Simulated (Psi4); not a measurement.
disilazane (H7NSi2), singlet, at a GFN2-xTB geometry; MP2/def2-SVP (Psi4).

Here is a job for Psi4.
```
memory 2 GB

molecule {
0 1
Si    1.49303295   -0.29467355    0.37775681
N     0.07177708   -0.11245754   -0.59500001
Si   -1.52266963    0.35803387   -0.10940318
H     2.60085977   -0.44841929   -0.56612732
H     1.61644865    0.91435503    1.18804151
H     1.41022821   -1.47096761    1.25316965
H     0.11743383   -0.57014488   -1.49085173
H    -2.18929653   -0.69189990    0.67169837
H    -2.25767966    0.60314487   -1.35098125
H    -1.38552039    1.56409001    0.70310006
}

set {
  basis def2-svp
}

energy('mp2')
print_variables()
```

### Question
Predict the main parts of the log of this Psi4 run.

### Answer

```
    SCF Algorithm Type (re)set to DF.

   => Loading Basis Set <=

    Name: DEF2-SVP
    Role: ORBITAL
    Keyword: BASIS

         ---------------------------------------------------------
                                   SCF
               by Justin Turney, Rob Parrish, Andy Simmonett
                          and Daniel G. A. Smith
                              RHF Reference
         ---------------------------------------------------------

  ==> Geometry <==

    Molecular point group: c1
    Full point group: C1

    Geometry (in Angstrom), charge = 0, multiplicity = 1:

       Center              X                  Y                   Z               Mass
    ------------   -----------------  -----------------  -----------------  -----------------
         SI           1.491893570832    -0.295936380517     0.383118035368    27.976926534650
         N            0.070637700832    -0.113720370517    -0.589638784632    14.003074004430
         SI          -1.523809009168     0.356771039483    -0.104041954632    27.976926534650
         H            2.599720390832    -0.449682120517    -0.560766094632     1.007825032230
         H            1.615309270832     0.913092199483     1.193402735368     1.007825032230
         H            1.409088830832    -1.472230440517     1.258530875368     1.007825032230
         H            0.116294450832    -0.571407710517    -1.485490504632     1.007825032230
         H           -2.190435909168    -0.693162730517     0.677059595368     1.007825032230
         H           -2.258819039168     0.601882039483    -1.345620024632     1.007825032230
         H           -1.386659769168     1.562827179483     0.708461285368     1.007825032230

  Running in c1 symmetry.

  Rotational constants: A =      0.83290  B =      0.10098  C =      0.09601 [cm^-1]
  Rotational constants: A =  24969.71405  B =   3027.29631  C =   2878.45190 [MHz]
  Nuclear repulsion =  157.314190560010189

  Charge       = 0
  Multiplicity = 1
  Electrons    = 42
  Nalpha       = 21
  Nbeta        = 21

  ==> Algorithm <==

  SCF Algorithm Type is DF.
  DIIS enabled.
  MOM disabled.
  Fractional occupation disabled.
  Guess Type is SAD.
  Energy threshold   = 1.00e-08
  Density threshold  = 1.00e-08
  Integral threshold = 1.00e-12

  ==> Primary Basis <==

  Basis Set: DEF2-SVP
    Blend: DEF2-SVP
    Number of shells: 43
    Number of basis functions: 85
    Number of Cartesian functions: 88
    Spherical Harmonics?: true
[...]
  @DF-RHF Final Energy:  -636.20047994129391
    Total Energy =                       -636.2004799412939064
[...]

  //>>>>>>>>>>>>>>>>>>>>>>>>>>>>>>>>>>>//
  //               DFMP2               //
  //<<<<<<<<<<<<<<<<<<<<<<<<<<<<<<<<<<<//

   => Loading Basis Set <=

    Name: (DEF2-SVP AUX)
    Role: RIFIT
    Keyword: DF_BASIS_MP2

	 --------------------------------------------------------
	                          DF-MP2
	      2nd-Order Density-Fitted Moller-Plesset Theory

	        Rob Parrish, Justin Turney, Andy Simmonett,
	           Ed Hohenstein, and C. David Sherrill
	 --------------------------------------------------------

   => Auxiliary Basis Set <=

  Basis Set: (DEF2-SVP AUX)
    Blend: DEF2-SVP-RI
    Number of shells: 98
    Number of basis functions: 270
    Number of Cartesian functions: 306
    Spherical Harmonics?: true
    Max angular momentum: 3

	 --------------------------------------------------------
	                 NBF =    85, NAUX =   270
	 --------------------------------------------------------
	   CLASS    FOCC     OCC    AOCC    AVIR     VIR    FVIR
	   PAIRS       0      21      21      64      64       0
	 --------------------------------------------------------

	-----------------------------------------------------------
	 ==================> DF-MP2 Energies <====================
	-----------------------------------------------------------
	 Reference Energy          =    -636.2004799412939064 [Eh]
	 Singles Energy            =      -0.0000000000000000 [Eh]
	 Same-Spin Energy          =      -0.0787793795292891 [Eh]
	 Opposite-Spin Energy      =      -0.3198759827498642 [Eh]
	 Correlation Energy        =      -0.3986553622791533 [Eh]
	 Total Energy              =    -636.5991353035730071 [Eh]
	-----------------------------------------------------------
	 ================> DF-SCS-MP2 Energies <==================
	-----------------------------------------------------------
	 SCS Same-Spin Scale       =       0.3333333333333333 [-]
	 SCS Opposite-Spin Scale   =       1.2000000000000000 [-]
	 SCS Same-Spin Energy      =      -0.0262597931764297 [Eh]
	 SCS Opposite-Spin Energy  =      -0.3838511792998371 [Eh]
	 SCS Correlation Energy    =      -0.4101109724762668 [Eh]
	 SCS Total Energy          =    -636.6105909137701246 [Eh]
	-----------------------------------------------------------

  Variable Map:
  ----------------------------------------------------------------------------
[...]
  Array Variable Map:
  ----------------------------------------------------------------------------
[...]
[...]
```
